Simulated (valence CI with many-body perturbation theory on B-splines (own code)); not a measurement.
## Bi⁶²⁺: one-electron terms

Level of theory: configuration interaction combined with many-body perturbation theory (CI+MBPT): three valence electrons over a frozen Dirac-Fock core [Ar], a basis of 7 s, 7 p, 8 d, 6 f, 4 g, 1 h functions for each j, with the one-electron correlation potential Σ1, the two-electron term Σ2, the three-electron term Σ3, Breit, model QED; selected CI, second order for the rest, scaled by the run's own slope (own B-spline code, finite nucleus).

The last digits are not significant, and no measured levels were compared; by estimate large intervals hold to a few tenths of a per cent, small ones and those within an open d or f shell to about a per cent. Excitations out of the core, of the other parity, are not computed and may begin above about 271 eV (a cautious bound); beyond it only levels of the ground parity were kept, without lifetimes. Only levels of the ground parity were solved; by the run's estimate the other parity begins above the list, which can be wrong where configurations are misplaced.

These are the spectroscopic orbitals of the CI (the correlating ones are not listed), shaped by the core and the other valence electrons. h is the expectation value of the core's Dirac-Fock operator, without the valence repulsion; Σ1 is computed up to l = 3 at one energy for each symmetry, that of its lowest orbital but kept below the first core excitation, so for empty shells it is not the orbital's own correlation shift; Breit and QED include the response of the core.

```tsv
Orbital	h (hartree)	Σ1 (cm⁻¹)	Breit (cm⁻¹)	QED (cm⁻¹)	⟨r⟩ (bohr)
4s1/2	-159.5	-8983	26690	21068	0.3118
5s1/2	-98.126	-3457	12740	10322	0.5063
6s1/2	-66.429	-1738	6948	5769	0.7490
4p1/2	-155.71	-11763	42756	1768	0.3047
5p1/2	-96.242	-4239	20818	892	0.5016
6p1/2	-65.363	-2090	11429	506	0.7468
4p3/2	-147.18	-10549	23403	3285	0.3238
5p3/2	-92.067	-4029	11593	1656	0.5253
6p3/2	-63.013	-2028	7220	942	0.7753
3d3/2	-262.4	-22729	50997	-3152	0.1425
4d3/2	-142.13	-11776	19861	-889	0.3030
5d3/2	-89.626	-4524	9700	-393	0.5093
3d5/2	-257.45	-19784	27671	-466	0.1466
4d5/2	-140.21	-10882	10703	89.5	0.3081
5d5/2	-88.662	-4107	5179	89.0	0.5155
4f5/2	-135.78	-30584	3555	-780	0.2709
5f5/2	-86.606	-11610	1538	-363	0.4819
4f7/2	-135.04	-22619	556	-325	0.2733
5f7/2	-86.216	-8665	366	-132	0.4848
5g7/2	-85.016		352	-123	0.4306
5g9/2	-84.822		-30.1	-4.5	0.4322
```

Among the shells of the start configuration 3d3, Σ1 is largest in size for 3d3/2, where it is 0.039 % of h.

Lowest root of each symmetry, sizes in configuration state functions:

```
   J  Parity  Roots  Reference  Variational  Second order  Change by selected CI (cm⁻¹)  Change by second order (cm⁻¹)
 1/2    even      2         54         2138           229                         -6708                              0
 3/2    even      5         90         3915          2401                         -6855                              0
 5/2    even      5        102         4699          2534                         -4945                              0
 7/2    even      3         89         4530           503                         -5904                             -1
 9/2    even      3         68         3851           427                         -5712                              0
11/2    even      1         37         2590           562                         -5759                             -1
```
